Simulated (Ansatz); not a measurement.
Molecule: trimethoxygermane, C₃H₁₀GeO₃, charge 0, multiplicity 1. SMILES: C[O][GeH]([O]C)[O]C
Geometry from a B3LYP-D3(BJ)/def2-TZVP (Ansatz, a program for electronic structure) optimisation:
```xyz
17

C     -0.8010     2.2670    -0.9337
O     -0.2195     1.4554     0.0734
Ge     0.1196    -0.2695    -0.2061
O     -1.1439    -1.2848     0.4950
C     -2.5070    -0.9436     0.2851
O      1.5398    -0.7031     0.7385
C      2.7576     0.0016     0.5294
H     -0.4688     3.2947    -0.7770
H     -1.8939     2.2424    -0.8764
H     -0.5022     1.9619    -1.9435
H      0.2884    -0.4917    -1.7238
H     -2.7763    -0.9577    -0.7779
H     -3.1135    -1.6892     0.7997
H     -2.7440     0.0427     0.6951
H      3.1187    -0.1015    -0.5005
H      2.6515     1.0651     0.7606
H      3.5018    -0.4315     1.1979
```

Property: vertical ionisation energy (to the doublet state of charge +1; each state is the SCF solution reached for its spin), in eV. Cores are frozen in the correlated levels unless marked. UHF or UKS for open shells. No spin-orbit coupling. Frozen are the shells of the preceding noble gas and the d and f shells that filled before the atom's block. No relativistic terms. 

```tsv
level	program	vertical ionisation energy (eV)
HF/aug-cc-pVDZ	Ansatz	9.15
SVWN5/def2-TZVPD	Ansatz	9.24
B3LYP/def2-TZVPD	Ansatz	9.71
PBE0/def2-TZVPD	Ansatz	9.77
CAM-B3LYP/def2-TZVPD	Ansatz	10.18
wB97M-V/def2-TZVPD	Ansatz	10.31
SCS-MP2/aug-cc-pVDZ	Ansatz	10.67
CCSD/aug-cc-pVDZ	Ansatz	10.33
CCSD(T)/aug-cc-pVDZ	Ansatz	10.34
```
